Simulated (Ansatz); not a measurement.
[Ni(H2O)4]2+ (NiO4H8²⁺). Total charge 2; triplet. Geometry PBE-D4/def2-SVP; atoms count from 1.

| atom | x (Å) | y (Å) | z (Å) |
| --- | --- | --- | --- |
| Ni1 | 0.224 | 0.190 | 0.003 |
| O2 | 1.058 | -1.481 | -0.589 |
| H3 | 1.324 | -2.223 | -0.001 |
| H4 | 1.046 | -1.833 | -1.507 |
| O5 | 0.765 | 0.338 | 1.900 |
| H6 | 0.154 | 0.200 | 2.657 |
| H7 | 1.671 | 0.417 | 2.272 |
| O8 | -1.716 | 0.091 | 0.489 |
| H9 | -2.301 | -0.680 | 0.323 |
| H10 | -2.301 | 0.873 | 0.595 |
| O11 | 0.050 | 1.203 | -1.693 |
| H12 | -0.764 | 1.321 | -2.230 |
| H13 | 0.789 | 1.584 | -2.217 |

Q: Estimate the Mulliken populations from the PBE0/def2-TZVP orbitals of Ansatz.

A: 
```json
{"atom": "Ni1", "charge (e)": "0.99", "spin (α − β)": "1.84", "d electrons": "8.26"}
{"atom": "O2", "charge (e)": "-0.59", "spin (α − β)": "0.05", "d electrons": "–"}
{"atom": "H3", "charge (e)": "0.43", "spin (α − β)": "0.00", "d electrons": "–"}
{"atom": "H4", "charge (e)": "0.43", "spin (α − β)": "0.00", "d electrons": "–"}
{"atom": "O5", "charge (e)": "-0.60", "spin (α − β)": "0.03", "d electrons": "–"}
{"atom": "H6", "charge (e)": "0.43", "spin (α − β)": "0.00", "d electrons": "–"}
{"atom": "H7", "charge (e)": "0.43", "spin (α − β)": "0.00", "d electrons": "–"}
{"atom": "O8", "charge (e)": "-0.61", "spin (α − β)": "0.04", "d electrons": "–"}
{"atom": "H9", "charge (e)": "0.43", "spin (α − β)": "0.00", "d electrons": "–"}
{"atom": "H10", "charge (e)": "0.43", "spin (α − β)": "0.00", "d electrons": "–"}
{"atom": "O11", "charge (e)": "-0.60", "spin (α − β)": "0.03", "d electrons": "–"}
{"atom": "H12", "charge (e)": "0.43", "spin (α − β)": "0.00", "d electrons": "–"}
{"atom": "H13", "charge (e)": "0.43", "spin (α − β)": "0.00", "d electrons": "–"}
```
Mulliken values depend strongly on the basis.

Q: Where does the spin sit?

A: Summed by element: Ni 1.84, O 0.16, H 0.01, of 2 unpaired in all. Largest on single atoms: Ni1 1.84, O2 0.05, O8 0.04.

Q: And the Mayer bond orders between heavy atoms (over 0.3)?

A: Ni1–O2 0.45 (1.96 Å); Ni1–O5 0.43 (1.98 Å); Ni1–O8 0.41 (2.00 Å); Ni1–O11 0.41 (1.98 Å).
